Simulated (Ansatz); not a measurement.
```xyz
19

C     1.497    0.171   -2.487
N     0.351    0.552   -1.698
Ga    0.038    0.075    0.030
N    -1.545    0.504    0.819
C    -2.640    1.204    0.192
N     1.243   -0.961    0.918
C     1.069   -1.518    2.237
H     1.985   -0.699   -2.040
H     1.214   -0.120   -3.506
H     2.257    0.961   -2.568
H    -0.194    1.288   -2.115
H    -1.635    0.435    1.818
H    -2.542    1.152   -0.896
H    -3.608    0.751    0.438
H    -2.694    2.268    0.461
H     2.189   -1.019    0.581
H     0.009   -1.525    2.503
H     1.596   -0.960    3.024
H     1.409   -2.560    2.288
```

Total charge 0; spin multiplicity 1.

Q: List the B3LYP/def2-TZVPP orbital energies in eV (Ansatz 0.2.0). (Estimate.)

A: The calculation gave: Occupied: -10136.72, -1248.47, -1105.72, -1105.61, -1105.61, -388.66, -388.66, -388.66, -277.16, -277.16, -277.16, -148.66, -102.09, -101.87, -101.87, -23.62, -23.41, -23.41, -21.82, -21.82, -21.73, -21.57, -21.57, -17.66, -17.54, -17.54, -13.31, -12.76, -12.76, -11.86, -11.35, -11.31, -11.31, -10.93, -10.93, -10.07, -8.79, -8.79, -6.79, -5.82, -5.82. Lowest empty: 0.10, 0.86, 1.03, 1.03, 1.77, 2.20, 2.21, 2.87.

B3LYP here is the variant with VWN-RPA as its local correlation; programs differ in this.
